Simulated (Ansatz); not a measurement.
Frontier orbitals of GeH$_{2}$O (`[O]=[GeH2]`).

```xyz
4

O    -0.705    0.969    1.132
Ge   -0.007    0.010    0.011
H     0.320   -1.477    0.252
H     0.392    0.499   -1.395
```

Charge 0, multiplicity 1. Correlated methods include outer-core shells of Ge, which these sets cover unevenly. Scalar relativity is left out up to krypton. All single points use the PBE0-D4/def2-TZVP geometry. Basis def2-TZVPP, Ansatz.

| functional | HOMO (eV) | LUMO (eV) |
| --- | --- | --- |
| LC-ωPBE | -10.49 | -0.14 |

(1) Give HOMO and LUMO (eV) with LDA (SPW92), PBE, revPBE, BLYP, r2SCAN, B97M-V, PBE0, B3LYP, r2SCANh, r2SCAN0, HSE06 (plane-wave form), BHLYP, CAM-B3LYP, ωB97X-V, ωB97M-V, HF. (Estimate.)

Results:

(1) Computed: 
```tsv
functional	HOMO	LUMO
LDA (SPW92)	-6.43	-3.50
PBE	-6.27	-3.23
revPBE	-6.20	-3.12
BLYP	-6.19	-3.16
r2SCAN	-6.58	-3.08
B97M-V	-6.69	-3.09
PBE0	-7.79	-2.38
B3LYP	-7.57	-2.65
r2SCANh	-7.16	-2.77
r2SCAN0	-8.03	-2.30
HSE06 (plane-wave form)	-7.38	-2.76
BHLYP	-9.27	-1.54
CAM-B3LYP	-9.22	-1.36
ωB97X-V	-10.19	-0.24
ωB97M-V	-10.15	-0.37
HF	-11.59	0.75
```

B3LYP here is the variant with VWN-RPA as its local correlation; programs differ in this. LC-ωPBE has ω = 0.4 bohr⁻¹.
